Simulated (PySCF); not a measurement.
Diatomics of N with group 15

CCSD(T) with triple-zeta basis sets in PySCF, for the lowest determinant that a PBE0 search found; no spin–orbit coupling. De refers to high-spin ground-configuration atoms.

```
 M         basis  reference, frozen orbitals  state (unpaired electrons)  Re (Å)  ωe (cm⁻¹)  De (eV)
 N  x2c-TZVPPall                      RHF, 2      singlet (closed shell)   1.103       2348     9.40
 P    def2-TZVPP                      RHF, 6      singlet (closed shell)   1.502       1324     5.83
As   def2-TZVPPD                     RHF, 10      singlet (closed shell)   1.630       1064     4.67
Sb   def2-TZVPPD                      RHF, 5      singlet (closed shell)   1.840        872     3.41
```

The shortest bond is that of N2 (1.103 Å), the longest that of SbN (1.840 Å). N2 is bound most strongly (9.40 eV) and SbN least (3.41 eV).

The rows differ in basis set, which adds steps of its own.

Down a group the atoms grow and get heavier, so bonds lengthen and wavenumbers fall; this series shows no clear exception.

Correlated steps freeze the inner cores (2 to 10 orbitals); shallow outer-core shells are correlated. Spin–orbit coupling is left out, which matters for elements this heavy, above all for dissociation energies. Where the molecule has an RHF reference, its open-shell atoms are computed with UHF. The CCSD T1 diagnostic is raised in SbN, a sign that a single reference may not be enough there.
